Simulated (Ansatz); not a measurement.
Mulliken charges of C$_{2}$H$_{3}$Te (`C=C[Te]`) radical from B3LYP/def2-TZVPP in Ansatz (PBE0-D4/def2-TZVP geometry).

```
atom   x (Å)   y (Å)   z (Å)  charge (e)
  C1  -0.421   0.154  -0.625      -0.166
  C2   0.285   0.088   0.506      -0.236
 Te3   1.240  -1.640   1.134       0.054
  H4  -0.532  -0.704  -1.279       0.120
  H5  -0.910   1.077  -0.926       0.120
  H6   0.381   0.961   1.144       0.108
```

By hand: the dipole of these point charges (1 e Å = 4.8032 D).

Σ q r = (-0.062, 0.014, -0.095) e Å, of length 0.114 e Å = 0.55 D.

How does the dipole of the full density compare? (Estimate.)

Computed: (-0.162, 0.213, -0.150) e Å, 1.47 D; the point charges give 0.37 times that, at 39° from its direction.

Point charges leave out the atoms' own dipoles, such as those of lone pairs, and Mulliken's split depends on the basis, so the two needn't agree.

B3LYP here is the variant with VWN-RPA as its local correlation; programs differ in this.
